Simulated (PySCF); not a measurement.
Be(H)(GeH3) (BeGeH4), SMILES [BeH][GeH3].

Geometry optimised at B3LYP-D3(BJ)/def2-TZVP.

Computed with r2SCAN/def2-TZVPD (PySCF).

Symmetry labels are those of the subgroup Cs that the program uses (full group C3v).

### Question
List the valence orbital energies around the gap with their symmetry. (The exact figures need the calculation; the answer reports its results.)

### Answer

```csv
orbital,symmetry,energy (eV)
HOMO−7,A',-29.85
HOMO−6,A",-29.84
HOMO−5,A',-29.84
HOMO−4,A',-13.94
HOMO−3,A',-8.64
HOMO−2,A',-8.41
HOMO−1,A",-8.41
HOMO,A',-7.04
LUMO,A",-1.80
LUMO+1,A',-1.80
LUMO+2,A',0.10
LUMO+3,A",1.36
```
